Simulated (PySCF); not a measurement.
This PySCF input asks for the NMR shieldings of SMILES C[N+]([AlH2-][O]C)(C)C, C$_{4}$H$_{14}$AlNO; the geometry comes from GFN2-xTB.

```python
import basis_set_exchange as bse
import numpy as np
from pyscf import gto, dft
from pyscf.prop import nmr

atoms = """
C     3.054162   -0.987199    0.043140
O     2.029922   -0.066997   -0.147907
Al    0.884513    1.105700   -0.398149
N    -0.899890    0.192785    0.151455
C    -1.927951    1.206910   -0.002569
C    -0.818101   -0.232463    1.537437
C    -1.169103   -0.929928   -0.729084
H     4.001378   -0.471337    0.223293
H     3.167963   -1.620454   -0.841742
H     2.840138   -1.627391    0.906148
H     0.856325    2.259392    0.646999
H     0.523853    1.404028   -1.882742
H    -1.690851    2.051410    0.641708
H    -2.921309    0.820364    0.249536
H    -1.923252    1.559355   -1.032637
H    -1.778058   -0.610692    1.905916
H    -0.502369    0.616891    2.143720
H    -0.063747   -1.011827    1.629724
H    -2.147634   -1.380817   -0.529419
H    -1.133521   -0.580088   -1.760791
H    -0.391390   -1.680697   -0.599802
"""
names = dict.fromkeys(["C", "O", "Al", "N", "H"], "pcSseg-1")
basis = {el: gto.basis.parse(bse.get_basis(n, elements=[el], fmt="nwchem")) for el, n in names.items()}
mol = gto.M(atom=atoms, basis=basis, charge=0, verbose=0)
mf = dft.RKS(mol, xc="PBE0")
mf.grids.level = 2
mf.grids.alignment = dft.numint.BLKSIZE   # the property module wants whole blocks of grid points
mf.conv_tol = 1e-9
mf.kernel()

calc = nmr.RKS(mf)   # GIAO
C = mf.mo_coeff
Co = C[:, mf.mo_occ > 0]
resp = mf.gen_response(singlet=True, hermi=2)
def vind(x):   # induced exchange potential for any number of trial vectors
    d = np.einsum("pi,xij,qj->xpq", C, 2 * x.reshape(-1, C.shape[1], Co.shape[1]), Co, optimize=True)
    return np.einsum("xpq,pi,qj->xij", resp(d - d.transpose(0, 2, 1)), C, Co, optimize=True).ravel()
mo1, _ = nmr.rhf.solve_mo1(calc, with_cphf=vind)
sigma = calc.kernel(mo1)
for i, s in enumerate(sigma):   # ppm
    w = np.linalg.eigvalsh((s + s.T) / 2)
    print("%2d %-2s iso %8.1f  s11 %8.1f  s22 %8.1f  s33 %8.1f" % (i, mol.atom_pure_symbol(i), w.mean(), *w))
```

Task: Give the expected output.

Result: 
```
 0 C  iso    131.8  s11    104.6  s22    107.0  s33    183.9
 1 O  iso    333.4  s11    282.1  s22    328.4  s33    389.6
 2 Al iso    448.8  s11    415.9  s22    435.6  s33    494.9
 3 N  iso    226.3  s11    207.0  s22    231.9  s33    239.9
 4 C  iso    143.0  s11    119.8  s22    120.7  s33    188.5
 5 C  iso    140.1  s11    117.1  s22    119.7  s33    183.7
 6 C  iso    140.1  s11    117.4  s22    119.1  s33    183.8
 7 H  iso     27.4  s11     22.8  s22     25.0  s33     34.5
 8 H  iso     27.5  s11     23.2  s22     24.9  s33     34.3
 9 H  iso     27.6  s11     22.7  s22     25.8  s33     34.2
10 H  iso     28.0  s11     24.6  s22     26.8  s33     32.7
11 H  iso     28.0  s11     24.6  s22     26.7  s33     32.8
12 H  iso     29.0  s11     24.7  s22     27.0  s33     35.4
13 H  iso     30.0  s11     26.5  s22     27.3  s33     36.1
14 H  iso     29.0  s11     24.7  s22     26.9  s33     35.5
15 H  iso     29.7  s11     26.2  s22     27.2  s33     35.8
16 H  iso     28.9  s11     24.8  s22     26.6  s33     35.2
17 H  iso     29.0  s11     24.4  s22     27.9  s33     34.7
18 H  iso     29.8  s11     26.2  s22     27.2  s33     35.8
19 H  iso     28.9  s11     24.8  s22     26.6  s33     35.3
20 H  iso     29.0  s11     24.3  s22     27.9  s33     34.7
```

These numbers come from an equivalent density-fitted implementation of the same equations, which agrees with the script to about 0.01 ppm for H and up to a few tenths of a ppm for heavy atoms, so last digits may differ.

Size and cost of the density-fitted run: 196 basis functions, 57 s wall time on 1 thread of an Arm Neoverse N1, shared host; peak memory 0.89 GiB.
